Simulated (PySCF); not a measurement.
**Shapes and spin states of CrI₂⁺**

Computed with B3LYP in PySCF with Cr def2-SVP, I def2-SVP with ECP28; scalar-relativistic core potentials, no spin–orbit coupling; density-fitted integrals.

Relaxations began from a few typed shapes and spin states; open shells are unrestricted. The search is not exhaustive: other isomers or separated fragments can lie lower, and high-lying points may rest on an excited occupation.

Problem. Order these stationary points by electronic energy, lowest first, in kJ/mol from the lowest minimum.
A. broken-symmetry Ms = 3/2 (⟨S²⟩ 4.55) D∞h: Cr–I 2.513 Å (×2); I–Cr–I 180.0°
B. broken-symmetry Ms = 1/2 (⟨S²⟩ 2.06) C2v: Cr–I 2.446 Å (×2); I–Cr–I 119.7°
C. broken-symmetry Ms = 3/2 (⟨S²⟩ 4.47) C2v: Cr–I 2.499 Å (×2); I–Cr–I 122.6°

Solution. C (0.0), A (2.1), B (122.6).

Problem. Which of them are minima?

Solution. By energy in kJ/mol, 0.0: minimum; 2.1: not settled, its softest mode being under 30 cm⁻¹; 122.6: minimum.

For the lowest minimum: the determinant is spin-contaminated (⟨S²⟩ = 4.47, pure value 3.75). Open d and f shells are described by one determinant, and the ground state may have another occupation or spin. With an element this heavy the missing spin–orbit coupling can shift these numbers.
